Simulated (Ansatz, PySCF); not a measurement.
Process, species as SMILES: Brc1ccc[se]1 + 8 [H][H] (H2) → Br (HBr) + 4 C (CH4) + [SeH2] (H2Se)
Structures are relaxed separately at B3LYP-D3(BJ)/def2-TZVP in Ansatz (a first-principles code). Unstable Hartree-Fock reference: Brc1ccc[se]1.

Property: energy of full hydrogenation (enthalpy at 298 K, with B3LYP-D3(BJ) rigid-rotor harmonic-oscillator terms from PySCF), in kcal/mol. Cores are frozen in the correlated levels unless marked. No spin-orbit coupling. Frozen are the shells of the preceding noble gas and the d and f shells that filled before the atom's block. No relativistic terms. CBS marks a two-point X^-3 extrapolation of the correlation energy; Hartree-Fock from the larger set.

```json
[
 {"level": "BLYP/def2-TZVPD", "program": "Ansatz", "energy of full hydrogenation (kcal/mol)": "-119.2"},
 {"level": "B97M-V/def2-TZVPD", "program": "Ansatz", "energy of full hydrogenation (kcal/mol)": "…"},
 {"level": "HSE06/def2-TZVPD", "program": "Ansatz", "energy of full hydrogenation (kcal/mol)": "…"},
 {"level": "CAM-B3LYP-D3(BJ)/def2-TZVPD", "program": "Ansatz + dftd3", "energy of full hydrogenation (kcal/mol)": "-136.0"},
 {"level": "CCSD(T)/CBS(cc-pVTZ,cc-pVQZ)", "program": "Ansatz", "energy of full hydrogenation (kcal/mol)": "-125.2"}
]
```

Task: Some entries are withheld; supply them.

Result: 
- B97M-V/def2-TZVPD, energy of full hydrogenation (kcal/mol): -133.9
- HSE06/def2-TZVPD, energy of full hydrogenation (kcal/mol): -135.0
